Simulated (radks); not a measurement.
The numbers below are computed, except where a source is named.
Spin polarisation of the 5d9 shell in Pt+. Start: [Xe] 4f14 5d(up 4.5, down 4.5); electrons of 5d are moved from spin down to spin up, other shells keep equal spins. Code: a radial shooting solver on a logarithmic mesh with Libxc functionals. Model: non-relativistic Kohn-Sham, TPSS, spin-polarised, spherical densities, point nucleus; meta-GGA in the generalised Kohn-Sham scheme.

moment (Bohr magnetons)	E - E(0) (eV)	e(5d up) (eV)	e(5d down) (eV)	5p down minus up (eV)
0	0.000	-14.692	-14.692	0.000
0.25	-0.010	-14.772	-14.611	0.156
0.5	-0.040	-14.850	-14.527	0.311
0.75	-0.091	-14.927	-14.441	0.467
1	-0.162	-15.001	-14.354	0.623

At moment 1 the spin-polarisation energy is -0.162 eV and the 5d exchange splitting 0.647 eV, that is 0.647 eV per Bohr magneton; E = -I m^2/4 would give I = 0.647 eV.
